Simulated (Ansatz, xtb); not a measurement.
Relative energy of two isomers of C2H6BNO

Structure I: `B[C@@H]1O[C@@H]1N`, a singlet. Structure II: `B[C@@H]1O[C@H]1N`, a singlet. Both are isolated molecules in the gas phase, relaxed with PBE-D3(BJ)/def2-SVP; the shapes shown needn't be the lowest conformers.

I (Å):

| atom | x (Å) | y (Å) | z (Å) |
| --- | --- | --- | --- |
| C | -0.1517 | 0.3113 | 0.2928 |
| C | 1.2763 | -0.0152 | -0.1021 |
| B | -0.9563 | -0.7363 | 1.0830 |
| N | 1.9364 | -1.2170 | 0.2466 |
| O | 0.2720 | 0.0200 | -1.0860 |
| H | -1.0463 | -1.8832 | 0.6854 |
| H | -1.4635 | -0.4288 | 2.1453 |
| H | -0.3276 | 1.3922 | 0.4671 |
| H | 1.9692 | 0.8510 | -0.1065 |
| H | 1.3294 | -2.0326 | 0.1050 |
| H | 2.7837 | -1.3430 | -0.3187 |

II (Å):

```xyz
11

C    -0.0615   -0.8058    0.7866
C     0.8981    0.2687    0.1892
B    -1.0238   -1.4541   -0.2036
N     2.2238    0.4538    0.6207
O    -0.1143    0.6363    1.0523
H    -1.0104   -2.6637   -0.3470
H    -1.7260   -0.7610   -0.9163
H     0.4261   -1.3702    1.6056
H     0.7623    0.5366   -0.8785
H     2.4009    0.1103    1.5700
H     2.9201    0.0881   -0.0354
```

Energies in hartree; the thermal terms are from PBE-D3(BJ)/def2-SVP harmonic frequencies (ideal gas, rigid rotor, one conformer each, 298.15 K, 1 atm) and include the zero-point energy:

```
                              I           II
E, CCSD(T)/def2-SVP  −233.747255  −233.744755
    E, MP2/def2-SVP  −233.679740  −233.677419
  E, MP2/def2-TZVPP  −234.122870  −234.120960
  zero-point energy     0.082652     0.082521
       H(298 K) − E     0.089376     0.089288
       G(298 K) − E     0.054448     0.054268
```

Problem. Correct the CCSD(T) difference for the basis set by the MP2 change, then work out ΔE, ΔE₀, ΔH and ΔG for I → II in kJ/mol (1 Eh = 2625.50 kJ/mol) and the equilibrium ratio [II]/[I].

Solution. 1. Differences II − I: CCSD(T) +0.002500, MP2 in the small set +0.002321, MP2 in the large set +0.001910 Eh.
2. ΔE = +0.002500 + (+0.001910 − (+0.002321)) = +0.002089 Eh = +5.48 kJ/mol.
3. ΔE₀ = ΔE + ΔZPE = +0.002089 + (−0.000131) Eh = +5.14 kJ/mol.
4. ΔH = ΔE + (−0.000088) Eh = +5.25 kJ/mol.
5. ΔG = ΔE + (−0.000180) Eh = +5.01 kJ/mol, so ΔS = (ΔH − ΔG)/T = +0.8 J/(mol K).
6. kT = 0.9442 mEh, so K = [II]/[I] = exp(−ΔG/kT) = exp(−2.02) ≈ 0.13.

Structure I is favoured at this temperature. An error of 4 kJ/mol in ΔG would change K by a factor of 5. Mirror images and further conformers aren't counted.

As drawn, both hold the same kinds of bond in the same numbers.

Other levels gave ΔE = +2.3 (GFN2-xTB); +9.0 (HF/STO-3G, GFN2-xTB geometries); +1.3 (r2SCAN-D4/def2-SVP, GFN2-xTB geometries); −1.5 (PBE-D3(BJ)/def2-SVP); +8.9 (HF/def2-SVP); +6.1 (MP2/def2-SVP); +6.6 (CCSD(T)/def2-SVP) kJ/mol. The correlated steps freeze 5 core orbitals. Programs: Ansatz 0.2.0, xtb 6.7.1.
